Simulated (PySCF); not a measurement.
Radial density of Se⁺ (selenium, charge +1)

M06-L, [Ar] 3d10 4s2 4p3, high-spin 4S determinant. All numbers are calculated (PySCF 2.14, scalar relativity by spin-free X2C-1e, in x2c-TZVPPall (6s5p4d1f, 48 functions)).

| r (bohr) | 4πr²ρ (e/bohr) | 4πr²(ρα − ρβ) |
| --- | --- | --- |
| 0.000664 | 0.2573 | 0.0000 |
| 0.00112 | 0.6343 | 0.0000 |
| 0.00188 | 1.557 | 0.0000 |
| 0.00316 | 3.718 | -0.0001 |
| 0.00532 | 8.382 | -0.0001 |
| 0.00894 | 17.24 | 0.0000 |
| 0.0150 | 30.36 | 0.0012 |
| 0.0253 | 41.20 | 0.0079 |
| 0.0426 | 39.06 | 0.0346 |
| 0.0716 | 34.62 | 0.0949 |
| 0.120 | 48.09 | 0.1084 |
| 0.203 | 38.10 | -0.0111 |
| 0.341 | 27.51 | 0.2072 |
| 0.573 | 29.90 | 0.1318 |
| 0.964 | 8.661 | 0.3139 |
| 1.62 | 3.595 | 1.7755 |
| 2.73 | 1.177 | 0.8308 |
| 4.59 | 0.04610 | 0.0371 |
| 7.71 | 9.076e-05 | 0.0001 |

Densities and radii are taken from the X2C orbitals without a picture-change correction, which distorts them close to the nucleus.

Q: Where is the radial spin density 4πr²(ρα − ρβ) most negative, and why is it negative at all?

A: Around r = 0.203 bohr, down to -0.0111 e/bohr: exchange with the open shell polarises the paired shells in an unrestricted calculation.
